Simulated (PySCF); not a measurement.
I$_{3}$Zr (SMILES [I][Zr+]([I])[I]), charge +1, singlet, geometry from GFN2-xTB (such geometries of metal compounds can be far from the true shape) (the multiplicity is a formal guess) (core potentials on I, Zr). Base run: PySCF with DF-HF/def2-SVP.

Input for PySCF:
```python
from pyscf import gto, scf

mol = gto.M(
    atom='''
Zr   -0.39336319    0.40525880    0.89381686
I    -1.84730484   -1.56262782   -0.41912409
I     0.06718708    2.11587631   -1.24441120
I     2.07699564   -0.85910419    0.98895652
''',
    basis='def2-svp',
    ecp={'I': 'def2-svp', 'Zr': 'def2-svp'},
    charge=1,
    verbose=5,
)

mf = scf.RHF(mol)
mf = mf.density_fit(auxbasis='def2-universal-jkfit')
mf.kernel()
```

Each row names what was changed in the base input (with any setting that the change needs).

```json
[
 {"change": "base", "basis functions": "109", "E (Eh)": "-936.37465", "HOMO (eV)": "-14.01", "HOMO-LUMO gap (eV)": "8.07", "outcome": "converged"},
 {"change": "basis = ANO-RCC-VDZP; relativity = spin-free X2C (without ecp={'I': 'def2-svp', 'Zr': 'def2-svp'}; without mf = mf.density_fit(auxbasis='def2-universal-jkfit'))", "basis functions": "-", "E (Eh)": "-", "HOMO (eV)": "-", "HOMO-LUMO gap (eV)": "-", "outcome": "cut at the time limit"},
 {"change": "basis = ANO-RCC-VDZP; relativity = none (without ecp={'I': 'def2-svp', 'Zr': 'def2-svp'}; without mf = mf.density_fit(auxbasis='def2-universal-jkfit'))", "basis functions": "172", "E (Eh)": "-23515.64052", "HOMO (eV)": "-15.06", "HOMO-LUMO gap (eV)": "8.30", "outcome": "converged"},
 {"change": "basis = Sapporo-DKH3-DZP-2012; relativity = none (without ecp={'I': 'def2-svp', 'Zr': 'def2-svp'}; without mf = mf.density_fit(auxbasis='def2-universal-jkfit'))", "basis functions": "208", "E (Eh)": "-23546.74650", "HOMO (eV)": "-14.75", "HOMO-LUMO gap (eV)": "8.38", "outcome": "converged"},
 {"change": "basis = jorge-DZP-DKH; relativity = none (without ecp={'I': 'def2-svp', 'Zr': 'def2-svp'}; without mf = mf.density_fit(auxbasis='def2-universal-jkfit'))", "basis functions": "192", "E (Eh)": "-24045.07623", "HOMO (eV)": "-14.21", "HOMO-LUMO gap (eV)": "8.28", "outcome": "converged"},
 {"change": "basis = Sapporo-DKH3-DZP-2012; relativity = spin-free X2C (without ecp={'I': 'def2-svp', 'Zr': 'def2-svp'}; without mf = mf.density_fit(auxbasis='def2-universal-jkfit'))", "basis functions": "208", "E (Eh)": "-24933.24137", "HOMO (eV)": "-13.92", "HOMO-LUMO gap (eV)": "8.06", "outcome": "converged"},
 {"change": "basis = ANO-RCC-VDZP; relativity = spin-free X2C; nucleus = Gaussian (with nucmod='G'; without ecp={'I': 'def2-svp', 'Zr': 'def2-svp'}; without mf = mf.density_fit(auxbasis='def2-universal-jkfit'))", "basis functions": "172", "E (Eh)": "-24933.34508", "HOMO (eV)": "-14.06", "HOMO-LUMO gap (eV)": "8.08", "outcome": "converged"},
 {"change": "basis = Sapporo-DKH3-DZP-2012; relativity = spin-free X2C; nucleus = Gaussian (with nucmod='G'; without ecp={'I': 'def2-svp', 'Zr': 'def2-svp'}; without mf = mf.density_fit(auxbasis='def2-universal-jkfit'))", "basis functions": "208", "E (Eh)": "-24932.57114", "HOMO (eV)": "-13.92", "HOMO-LUMO gap (eV)": "8.06", "outcome": "converged"},
 {"change": "basis = jorge-DZP-DKH; relativity = spin-free X2C (without ecp={'I': 'def2-svp', 'Zr': 'def2-svp'}; without mf = mf.density_fit(auxbasis='def2-universal-jkfit'))", "basis functions": "192", "E (Eh)": "-24917.29595", "HOMO (eV)": "-13.98", "HOMO-LUMO gap (eV)": "8.11", "outcome": "converged"}
]
```

Totals shift with the method and basis; they matter in differences.

Basis sets contracted for a relativistic Hamiltonian are a mismatch without it, so the rows without relativity aren't non-relativistic limits. No row has spin-orbit coupling; sets with core potentials leave out the core electrons.
